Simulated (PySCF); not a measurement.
CH4BrIn, SMILES [CH3][InH][Br]. Atoms are numbered in the order given.

```xyz
7

In    -0.3148    -0.8067    -0.0472
H     -1.5895    -1.2864    -1.0955
Br     0.2266     1.6383    -0.2837
C      0.9327    -1.7824     1.4009
H      1.1600    -1.0774     2.2121
H      1.8762    -2.0728     0.9145
H      0.4480    -2.6811     1.8062
```
Charge 0, spin multiplicity 1.

Geometry: PBE0-D3(BJ)/def2-SVP. The structure was generated by enumeration; whether it is a known compound was not checked. The def2 effective core potentials stand for the cores of In; spin–orbit coupling is left out.

All values below come from TDA-PBE/def2-SVPD (PySCF).

Vertical excitations. Gas-phase values at a fixed geometry.

**Question.** Estimate the UV-visible absorptions. (Estimate from the structure and the level; the computed values follow.)

**Answer.** 
```
state  energy (eV)  λ (nm)      f                                                                   main pairs
-----  -----------  ------  -----  ---------------------------------------------------------------------------
S1            4.02     308  0.000                                                              HOMO→LUMO 100 %
S2            4.74     262  0.033                                                             HOMO−1→LUMO 92 %
S3            5.03     247  0.047                                                             HOMO→LUMO+1 91 %
S4            5.07     245  0.001                                                             HOMO−2→LUMO 99 %
S5            5.27     235  0.024                                                           HOMO−1→LUMO+1 99 %
S6            5.33     233  0.002                                                            HOMO−3→LUMO 100 %
S7            5.93     209  0.002                                                             HOMO→LUMO+2 96 %
S8            6.30     197  0.085                                         HOMO→LUMO+3 76 %, HOMO−2→LUMO+1 16 %
S9            6.32     196  0.000                                                           HOMO−1→LUMO+2 99 %
S10           6.46     192  0.175  HOMO−2→LUMO+1 51 %, HOMO→LUMO+3 14 %, HOMO−2→LUMO+2 12 %, HOMO−3→LUMO+1 8 %
T1            3.91     317      0                                                              HOMO→LUMO 100 %
T2            4.20     295      0                                                            HOMO−1→LUMO 100 %
T3            4.53     273      0                                                             HOMO→LUMO+1 96 %
T4            4.80     258      0                                                             HOMO−2→LUMO 96 %
```
Triplets are in the Tamm–Dancoff approximation.
